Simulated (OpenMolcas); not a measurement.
# Re5+ in a point-charge field

Re5+ among 5 point charges of -2 e arranged as a square pyramid (C4v), 1.92 Å from the ion, with the axial distance 1.901 Å.
```
   1.9200    0.0000    0.0000  -2.00
   0.0000    1.9200    0.0000  -2.00
  -1.9200    0.0000    0.0000  -2.00
   0.0000   -1.9200    0.0000  -2.00
   0.0000    0.0000    1.9008  -2.00
```

```
Program             : OpenMolcas
Method              : SS-CASPT2, IPEA 0.25 Eh, imaginary shift 0.1 Eh (closed shells correlated: 4f 5s 5p)
Basis               : ANO-RCC-VDZP [7s6p4d2f1g]
Scalar Hamiltonian  : DKH2, point nucleus
Active space        : 2 electrons in 5 orbitals (5d)
State averaging     : 2S+1 = 3 even, 10 roots; 2S+1 = 1 even, 15 roots
Spin-orbit coupling : state interaction with AMFI integrals over the reference wave functions
```

The lowest spin-free states, above the lowest:

| State | Degeneracy | E (cm-1) | Free-ion L (%) |
| --- | --- | --- | --- |
| 2S+1 = 3 | 1 | 0 | F (88) |
| 2S+1 = 3 | 2 | 1340 | F (80) |
| 2S+1 = 3 | 1 | 6270 | F (100) |
| 2S+1 = 1 | 1 | 8270 | D (91) |
| 2S+1 = 3 | 2 | 9960 | F (71) |
| 2S+1 = 1 | 1 | 10410 | D (64) |
| 2S+1 = 1 | 1 | 12360 | G (97) |
| 2S+1 = 1 | 2 | 12420 | G (83) |
| 2S+1 = 1 | 1 | 17270 | G (91) |
| 2S+1 = 1 | 1 | 17640 | D (78) |
| 2S+1 = 3 | 1 | 19110 | F (100) |
| 2S+1 = 1 | 2 | 19800 | D (56) |
| 2S+1 = 3 | 2 | 23660 | P (50) |
| 2S+1 = 1 | 1 | 28980 | G (64) |
| 2S+1 = 1 | 2 | 34150 | G (73) |
| 2S+1 = 1 | 1 | 38440 | G (67) |
| 2S+1 = 3 | 1 | 39090 | P (88) |
| 2S+1 = 1 | 1 | 45830 | G (100) |
| 2S+1 = 1 | 1 | 65840 | S (53) |

The lowest levels with spin-orbit coupling:

```csv
E (cm-1),Degeneracy,2S+1,g
0,1,3,
2770,2,3,0.00 0.00 2.36
4110,1,3 (85 %),
6460,1,3 (61 %),
8150,1,3,
10670,1,3,
10860,2,3,0.00 0.00 1.33
12480,1,3 (82 %),
13780,2,3 (78 %),0.00 0.00 0.65
14720,1,3,
16790,1,3 (75 %),
18480,2,3,0.00 0.00 3.53
18900,1,3 (78 %),
21350,1,3,
22460,1,1 (51 %),
22820,1,1 (66 %),
23210,1,1 (68 %),
23400,2,1 (73 %),0.00 0.00 0.52
24700,1,1 (64 %),
25660,2,3 (62 %),0.00 0.00 1.28
```

Powder χT (cm3 K/mol): 0 at 2 K, 0 at 10 K, 0.00417 at 50 K, 0.00835 at 100 K, 0.0167 at 200 K, 0.025 at 300 K. The effective moment at 300 K is 2.828 √(χT) = 0.45 μB.

The lowest level has 2S+1 = 3, for which the spin-only value is χT = S(S+1) / 2 = 1.000 cm3 K/mol (g = 2). The computed 0.025 at 300 K differs by -0.975, through orbital momentum, spin-orbit coupling and any other state in reach.

Spin-orbit coupling mixes the spin-free states strongly: the lowest level takes only 52 % from its leading state, 2S+1 = 3, which lies 1337 cm-1 above the lowest spin-free state. Free-ion shares, where given, are those of the reference states; single-state CASPT2 does not remix them. This is an electrostatic model: the charges have no orbitals. An unlabelled pair can be two single states that coincide in this model. No measured value stands beside these numbers.

A state without a sure symmetry label is named by its multiplicity alone. With an even number of electrons the g values are those of a degenerate or nearly degenerate non-Kramers pair.
